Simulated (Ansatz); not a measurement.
Consider the redistribution: `F[SiH]([SiH3])O[SiH3]` + `O[BH][AlH2]` → `O[SiH](F)[SiH3]` + `[AlH2][BH]O[SiH3]`.

Isolated molecules relaxed with PBE0-D4/def2-TZVP in Ansatz; ΔE leaves out vibrations. CCSD(T)/CBS adds triple-zeta CCSD(T) − MP2 to the extrapolated MP2 energy (def2 sets, frozen cores). One conformer a species, not always the lowest.

| species | HF/def2-QZVPP energy (Eh) |
| --- | --- |
| `F[SiH]([SiH3])O[SiH3]` | -1045.48859 |
| `O[BH][AlH2]` | -343.86178 |
| `O[SiH](F)[SiH3]` | -755.32393 |
| `[AlH2][BH]O[SiH3]` | -634.01771 |

(1) Work out ΔE.

Largest T1 diagnostic among the species: 0.014.

Results:

(1) ΔE = (-755.32393) + (-634.01771) − (-1045.48859) − (-343.86178) = 0.00873 Eh = +5.5 kcal/mol. CCSD(T)/CBS gives +5.3 kcal/mol.

At CCSD(T), def2-SVP lies +1.4 kcal/mol from the extrapolated value and def2-TZVPP +0.0 kcal/mol. The D4 term adds +0.8 kcal/mol with B3LYP and +0.5 kcal/mol with PBE0; it sums over pairs of atoms, weighted by their polarisabilities, and B3LYP, whose exchange is more repulsive, gets the larger term.

B3LYP here is the variant with VWN-RPA as its local correlation; programs differ in this.
